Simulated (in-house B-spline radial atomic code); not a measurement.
Results of a calculation; reference values are marked as such.
**Correlation energy from the adiabatic connection: −Z exp(−kr)/r, Z = 3.43, k = 0.898**

Two electrons in a singlet, external potential −Z exp(−kr)/r, Z = 3.43, k = 0.898 (atomic units). Full CI in B-splines (partial waves to l = 8, correlation up to 0.6 % small) with the density held fixed gives W(λ) = <V_ee>_λ − U, and E_c is the integral of W(λ) − W(0) from 0 to 1.

```
   λ  W(λ) − W(0) (hartree)
   0                0.00000
0.02               -0.00192
0.05               -0.00479
0.12               -0.01139
0.25               -0.02335
 0.4               -0.03666
 0.6               -0.05366
 0.8               -0.06986
   1               -0.08530
```

(1) Integrate the table by the trapezoid rule.

(2) Now use only three numbers: W(0) = -1.7879, the initial slope W'(0) = -0.09642 (extrapolated from the first points) and the strong-coupling limit of the point-charge-plus-continuum model, W∞ = -2.5534. What do second-order theory and the interpolation W(λ) = W∞ + (W(0) − W∞)/√(1 + 2χλ) of Seidl, Perdew and Levy give?

## Answers

(1) The strips give -0.00002, -0.00010, -0.00057, -0.00226, -0.00450, -0.00903, -0.01235, -0.01552, which sum to -0.04435 hartree. The direct value, W(1) − W(0) + T_c with T_c = 0.04091, is -0.04440; the curve is convex, so chords lie above it and the trapezoids fall short in size by 0.11 %.

(2) Second order keeps the slope alone: E_c = W'(0)/2 = -0.04821, +9 % in size against -0.04440. Matching the slope fixes χ = W'(0)/(W∞ − W(0)) = -0.09642/(-0.76550) = 0.12596. Integrating, with s = √(1 + 2χ) = 1.118890, E_c = −(W(0) − W∞)(s − 1)/(s + 1) = −0.76550 × 0.118890/2.118890 = -0.04295 hartree, -3.3 % in size against the full result. At λ = 1 the formula gives W − W(0) = -0.08134 against -0.08530. Part of the miss can come from the model's W∞.
